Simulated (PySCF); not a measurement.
**Fractional electron number in Re⁺ (rhenium, charge +1)**

The 6s alpha orbital of [Xe] 4f14 5d5 6s1 is emptied in steps (occupation f), with all orbitals relaxed, ending at [Xe] 4f14 5d5. All numbers are calculated (PySCF 2.14, scalar relativity through the core potential, in aug-cc-pVDZ-PP with ECP60MDF). The exact energy is a straight line in f; departures are measured from the line between the end points of the same method.

```tsv
f	BHandHLYP (eV)	wB97X (eV)	M06-2X (eV)
1	0.000	0.000	0.000
0.8	-0.266	-0.052	-0.223
0.6	-0.399	-0.077	-0.339
0.4	-0.400	-0.075	-0.342
0.2	-0.267	-0.049	-0.228
0	0.000	0.000	0.000
```

**Question.** For BHandHLYP, how does the orbital energy at f = 1 compare with the removal energy?

**Answer.** −ε = 14.659 eV against a total-energy difference of 16.317 eV. By Janak's theorem ε = ∂E/∂f, so the gap between them reflects the curvature. Along the path −ε is 15.319 (f = 0.8), 15.982 (f = 0.6), 16.648 (f = 0.4), 17.317 (f = 0.2) eV.

```tsv
method	E(f=0) − E(f=1) (eV)	−ε at f=1 (eV)	−ε at f=0.4 (eV)
BHandHLYP	16.317	14.659	16.648
wB97X	16.079	15.750	16.151
M06-2X	16.798	15.422	17.075
```

Reference removal energy between the ground levels: 16.6 ± 0.5 eV (semi-empirical (NIST evaluation); NIST Atomic Spectra Database, ionization energies).
